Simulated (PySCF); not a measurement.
**Bond length, frequency and bond energy of TlBr⁺ by level of theory**

State: ²Π (doublet), unpaired electrons π ↑. Set-up: Tl def2-SVP with ECP60, Br def2-SVP; scalar-relativistic core potentials (PySCF 2.14). De refers to Tl⁺ + Br in their high-spin ground configurations, without counterpoise correction. The functionals are run spin-unrestricted. A positive dipole points towards Br; it is taken about the centre of mass and depends on that origin.

| Level | Re (Å) | ωe (cm⁻¹) | De (eV) | μ (D) |
| --- | --- | --- | --- | --- |
| UHF | 3.616 | 48.6 | n/a | -3.29 |
| UHF-MP2 | 3.387 | 65.7 | n/a | n/a |
| UHF-SCS-MP2 | 3.428 | 62.3 | n/a | n/a |
| UHF-CCSD | 3.419 | 63.0 | n/a | n/a |
| UHF-CCSD(T) | 3.396 | 65.2 | n/a | n/a |
| PBE | 3.262 | 79.6 | n/a | -1.61 |
| r²SCAN | 3.261 | 79.2 | n/a | -1.81 |
| PBE0 | 3.286 | 75.6 | n/a | -1.96 |
| M06 | 3.294 | 78.6 | n/a | -2.04 |
| MN15 | 3.256 | 80.0 | n/a | -1.89 |
| M06-2X | 3.343 | 74.2 | n/a | -2.34 |
| LC-ωPBE | 3.319 | 69.7 | n/a | -2.34 |

The bond length runs from 3.256 Å (MN15) to 3.616 Å (UHF).

Correlated steps freeze 13 core orbitals. These are scalar-relativistic numbers at best; spin–orbit coupling would shift them, the dissociation energy most. The state was picked by a PBE0 search and need not be the measured ground state.

The whole job (state search and all levels along the bond) took about 3.4 min on 1 thread of Oxide Virtual Turin-like (shared host), peak memory 0.78 GiB.
